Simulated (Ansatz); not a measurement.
`B[NH][GeH3]` → `N[BH][GeH3]`  (isomerisation)

Gas-phase electronic energies from Ansatz, PBE0-D4/def2-TZVP geometries. CCSD(T)/CBS is the MP2 limit (def2-TZVPP, def2-QZVPP) plus CCSD(T) − MP2 in def2-TZVPP, frozen cores. DFT in def2-TZVPP. B3LYP here is the variant with VWN-RPA as its local correlation; programs differ in this. For Ge outer-core shells are correlated without core-valence functions, which leaves a few kJ/mol of doubt a bond. Scalar relativity is left out up to krypton. Each species was taken in one conformer, which may not be the lowest.

```
         level  ΔE (kJ/mol)
        PBE-D4         -9.7
       PBE0-D4         -6.1
    r2SCANh-D4         -2.4
      PBE-QIDH          2.2
          PBE0         -6.6
         B3LYP          0.8
 HF/def2-QZVPP         20.1
CCSD/CBS(def2)          3.1
```

What does CCSD(T)/CBS give? (An estimate is asked.)

Computed: +2.2 kJ/mol. The listed levels differ from it by -11.9, -8.3, -4.6, 0.0, -8.8, -1.4, 17.9, 0.9 kJ/mol.

What do rigid-rotor, harmonic-oscillator terms from PBE0-D4/def2-TZVP frequencies (298.15 K, 1 bar) make of the CCSD(T)/CBS value? (An estimate is asked.)

Ansatz gave: ΔZPE = +4.6 kJ/mol, ΔH = +7.2 kJ/mol, ΔS = 3 J/(mol·K), ΔG = +6.5 kJ/mol.

Largest T1 diagnostic among the species: 0.013.

In def2-TZVPP, CCSD(T) changes the Hartree–Fock value by −13.0 kJ/mol (the triples alone add −0.9 kJ/mol) and MP2 by −8.9 kJ/mol. Leaving LDA and LC-ωPBE aside and taking each functional with its dispersion term where it has one, the values, not all of them listed here, spread over 17.3 kJ/mol, from PBE-D4 to BHLYP-D4. LDA lies −3.2 kJ/mol from PBE without D4.
